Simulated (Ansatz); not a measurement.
Reactions of H₆OSiSn (`[SiH3][O][SnH3]`).

Calculated with Ansatz (gas phase, PBE0-D4/def2-TZVP geometries, no zero-point term in ΔE). CCSD(T)/CBS is the MP2 limit (def2-TZVPP, def2-QZVPP) plus CCSD(T) − MP2 in def2-TZVPP, frozen cores. This one scheme is used for every species, atoms too. Functionals use def2-TZVPP. No spin–orbit coupling; open shells (•) take unrestricted orbitals. Elements past krypton have def2 core potentials. For Sn outer-core shells are correlated without core-valence functions, so the limit isn't a true one: a few kJ/mol of doubt a bond, and 10 to 20 or more in all where bonds break to atoms. Each species was taken in one conformer, which may not be the lowest.

```json
{"reaction": "`[SiH3][O][SnH3]` + H• → `[SiH3][O][SnH2]`• + H₂", "CCSD(T)/CBS(def2) (eV)": "?"}
{"reaction": "`[SiH3][O][SnH3]` + `CB[SiH3]` → `C[B]([SiH3])[SnH3]` + `O[SiH3]`", "CCSD(T)/CBS(def2) (eV)": "0.34"}
{"reaction": "`[SiH3][O][SnH3]` + `C[SiH2]O[SiH2]Cl` → `Cl[SiH2][O][SnH3]` + `C[SiH2]O[SiH3]`", "CCSD(T)/CBS(def2) (eV)": "-0.08"}
{"reaction": "`[SiH3][O][SnH3]` + `N=[CH][SnH3]` → `[SiH3]/N=[CH]\\[SnH3]` + `[OH][SnH3]`", "CCSD(T)/CBS(def2) (eV)": "0.75"}
```

**Question.** Fill in the missing values. (Best estimate.)

**Answer.** The calculation gave: `[SiH3][O][SnH3]` + H• → `[SiH3][O][SnH2]`• + H₂: -1.28 eV.

Largest T1 diagnostic: 0.016, for `[SiH3][O][SnH2]`•.
